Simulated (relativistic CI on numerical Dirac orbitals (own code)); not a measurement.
Computed by Dirac-Coulomb-Breit CI, separate exchange-only KLI orbitals for each configuration, model QED, unscaled Slater integrals (own radial code, finite nucleus).

Configurations in the expansion (outside the closed core [Ne]): 3s²3p⁵, 3s3p⁶, 3s²3p⁴3d, 3s3p⁵3d, 3p⁶3d, 3s3p⁴3d², 3s²3p⁴4s, 3s²3p³3d4p, 3p⁶4s, 3s²3p⁴4p, 3p⁶4p, 3s3p⁴3d4s, 3s²3p⁴4d, 3s3p⁵4s, 3s²3p⁴4f, 3s3p⁵4p, 3p⁵3d4p, 3s3p⁵4d, 3s3p⁵4f, 3s²3p⁴5s, 3s²3p⁴5p, 3s²3p⁴5d, 3s²3p³4s4p, 3s²3p⁴5f, 3s²3p⁴5g, 3s3p⁴4s², 3s3p⁵5s, 3s²3p⁴6s, 3s3p⁵5p, 3s²3p³3d², 3s²3p²3d³, 3s3p³3d³, 3s²3p²3d²4s, 3s²3p²3d²4p, 3s²3p²3d²4d, 3p⁵3d², 3p⁴3d³, 3p⁴3d²4s, 3p⁴3d²4p, 3p⁴3d²4d, 3s²3p³3d4s, 3s3p³3d²4s, 3s²3p²3d4s², 3s²3p²3d4s4p, 3s²3p²3d4s4d, 3p⁵3d4s, 3p⁴3d4s², 3p⁴3d4s4p, 3p⁴3d4s4d, 3s²3p³4s², 3s3p³3d4s², 3s²3p²4s²4p, 3s²3p²4s²4d, 3s²3p³4p², 3s²3p²3d4p², 3s3p³3d4p², 3s²3p²4s4p², 3s²3p²4p³, 3s²3p²4p²4d. Double excitations out of closed p, d and f shells are left out; levels of such configurations are missing from the list, as are those of other unlisted configurations, and high levels can miss mixing partners. These lack a partner that the ground configuration has and come out too high: 3s²3p⁴4f, 3s3p⁵4p, 3s3p⁵4d, 3s3p⁵4f, 3s²3p⁴5s.

At this charge energies of transitions that change n are usually good to better than 1 %, and those within a shell (Δn = 0) to a few per cent.

Outline of the computed level scheme of As XVII. Lowest level of each configuration: 3s²3p⁵ ²P°3/2 at 0.000 eV; 3s3p⁶ ²S1/2 at 58.783 eV; 3s²3p⁴3d ⁴D5/2 at 75.102 eV; 3s3p⁵3d ⁴P°1/2 at 130.832 eV.

Some strong electric-dipole decays among the lowest 45 levels: 3s²3p⁴3d ²D5/2 → 3s²3p⁵ ²P°3/2 (3.0e+11 s⁻¹); 3s²3p⁴3d ²D3/2 → 3s²3p⁵ ²P°1/2 (2.9e+11 s⁻¹); 3s²3p⁴3d ²P3/2 → 3s²3p⁵ ²P°3/2 (2.6e+11 s⁻¹); 3s²3p⁴3d ²S1/2 → 3s²3p⁵ ²P°3/2 (2.4e+11 s⁻¹); 3s²3p⁴3d ²P1/2 → 3s²3p⁵ ²P°1/2 (2.0e+11 s⁻¹); 3s²3p⁴3d ²S1/2 → 3s²3p⁵ ²P°1/2 (4.7e+10 s⁻¹); 3s²3p⁴3d ²P1/2 → 3s²3p⁵ ²P°3/2 (4.6e+10 s⁻¹); 3s²3p⁴3d ²D3/2 → 3s²3p⁵ ²P°3/2 (7.5e+09 s⁻¹).

LS names give the leading component of a level, which can be under half, so a name can repeat, a term be missing and a line seem to break the LS rules.
